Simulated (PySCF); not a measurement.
# Bond length, frequency and bond energy of AlI by level of theory

State: ¹Σ⁺ (singlet), closed shell. Set-up: basis Al def2-SVPD, I def2-SVPD with ECP28; scalar-relativistic core potentials; PySCF 2.14. De refers to Al + I in their high-spin ground configurations, without counterpoise correction. A positive dipole means Al(−)I(+).

| Level | Re (Å) | ωe (cm⁻¹) | De (eV) | μ (D) |
| --- | --- | --- | --- | --- |
| RHF | 2.586 | 302 | 2.89 | -2.22 |
| RHF-MP2 | 2.563 | 312 | 3.84 | n/a |
| RHF-SCS-MP2 | 2.569 | 309 | 3.72 | n/a |
| RHF-CCSD | 2.566 | 311 | 3.62 | n/a |
| RHF-CCSD(T) | 2.565 | 311 | 3.70 | n/a |
| PBE | 2.577 | 304 | 4.03 | -1.75 |
| revPBE | 2.588 | 299 | 3.84 | -1.77 |
| r²SCAN | 2.561 | 311 | 3.98 | -1.60 |
| PBE0 | 2.560 | 312 | 3.94 | -1.81 |
| MN15 | 2.550 | 311 | 4.11 | -1.86 |
| M06-2X | 2.567 | 308 | 3.88 | -2.35 |
| ωB97X | 2.553 | 315 | 3.86 | -1.84 |

(1) What are the measured Re and ωe, and which levels come closest?

```csv
Level,error in Re (pm),error in ωe (%)
RHF,4.9,-4.5
RHF-MP2,2.6,-1.3
RHF-SCS-MP2,3.2,-2.3
RHF-CCSD,2.8,-1.6
RHF-CCSD(T),2.8,-1.6
PBE,4.0,-4.0
revPBE,5.1,-5.3
r²SCAN,2.4,-1.6
PBE0,2.3,-1.2
MN15,1.3,-1.7
M06-2X,3.0,-2.6
ωB97X,1.6,-0.4
```

Correlated steps freeze 9 core orbitals. Correlated levels converge slowly with the basis: in double zeta they bind strong bonds too weakly, by up to about 1 eV, and carry superposition errors of some tenths. These are scalar-relativistic numbers at best; spin–orbit coupling would shift them, the dissociation energy most. Where the molecule has an RHF reference, its open-shell atoms are computed with UHF.

The whole job (state search and all levels along the bond) took about 2.8 min on 1 thread of Oxide Virtual Turin-like (shared host), peak memory 0.77 GiB.

Results:

(1) Re = 2.537102 Å and ωe = 316.1 cm⁻¹ (Huber and Herzberg, Constants of Diatomic Molecules (1979)). Closest are MN15 for the length (off by 0.013 Å) and ωB97X for the frequency (off by -0.4 %).
